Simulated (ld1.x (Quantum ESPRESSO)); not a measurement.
u(r) = r·R(r): atom against pseudo-atom (Sm (Z = 62))

Columns: radius, all-electron u(r) and pseudo u(r) of the 5s shell (level -49.43 eV) of samarium in the configuration [Kr] 4d10 4f6 5s2 5p6 5d0 6s1 6p0; PBE, scalar-relativistic, TM scheme, ld1.x (Quantum ESPRESSO) 7.5.

```
r (bohr)  all-electron  pseudo
   0.138        0.2016  0.0649
   0.275        0.0704  0.1363
   0.413       -0.4911  0.2229
   0.550       -0.4184  0.3308
   0.688        0.0085  0.4659
   0.825        0.4473  0.6220
   0.963        0.7645  0.7821
   1.100        0.9375  0.9106
   1.238        0.9962  0.9770
   1.375        0.9751  0.9696
   1.513        0.9053  0.9049
   1.650        0.8113  0.8113
   1.788        0.7076  0.7076
   1.925        0.6060  0.6060
   2.062        0.5113  0.5113
   2.200        0.4259  0.4259
   2.338        0.3514  0.3514
   2.475        0.2883  0.2883
   2.613        0.2347  0.2347
   2.750        0.1905  0.1905
   2.888        0.1537  0.1537
   3.025        0.1238  0.1238
   3.162        0.0994  0.0994
   3.300        0.0795  0.0795
   3.438        0.0634  0.0634
   3.575        0.0506  0.0506
```

Task: How many radial nodes do the two functions have?

Result: The all-electron 5s function has n − l − 1 = 4 (the table is too coarse to show those close to the nucleus); the pseudo-wave has 0, since the states of the same l below it are removed with the core.

Task: At about which radius was the pseudo-wave matched?

Result: 1.70 bohr. The columns agree to 0.0005 from 1.51 bohr on; several derivatives are matched, so the curves merge somewhat inside the radius.

Task: Is the pseudo-wave norm-conserving?

Result: Yes: the TM scheme keeps the norm inside the radius equal to the all-electron one, which fixes the energy derivative of the logarithmic derivative at the level.
